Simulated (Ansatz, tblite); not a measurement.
Cost and result up the ladder for Se(CN)2 (C2SeN2) (5 atoms). Total charge 0; singlet. Geometry: PBE0-D4/def2-SVP.

```xyz
5

Se   -0.2825    0.4354   -1.1482
C     1.2633    0.5114   -0.1554
N     2.2777    0.6062    0.3995
C    -1.2790   -0.4871    0.0914
N    -1.9795   -1.0659    0.8128
```

Ansatz on 4 threads of Arm Neoverse V1 on a shared host; xTB runs through tblite on one thread. Times are rough, summed over both states, and most runs start from the orbitals of an earlier one. PBE0-D4/def2-TZVP serves as the yardstick here, not as an exact answer. The other state is a triplet.

The xTB rows come from tblite.

xTB has no spin-polarisation term.

```
              level  functions  vertical triplet (eV)  difference from PBE0-D4/def2-TZVP (eV)
           GFN2-xTB         25                   3.94                                   -0.25
   PBE-D4/def2-TZVP        172                   4.01                                   -0.18
  PBE0-D4/def2-TZVP        172                   4.19                                    0.00
           GFN1-xTB         25                   4.33                                    0.14
r2SCAN-D4/def2-TZVP        172                   4.05                                   -0.14
```

Q: Estimate how long each takes.

A: GFN2-xTB 0.006 s; GFN1-xTB 0.007 s; PBE-D4/def2-TZVP 3.7 s; PBE0-D4/def2-TZVP 7.8 s; r2SCAN-D4/def2-TZVP 8.4 s. On shared hardware such times vary by a factor of up to 3.
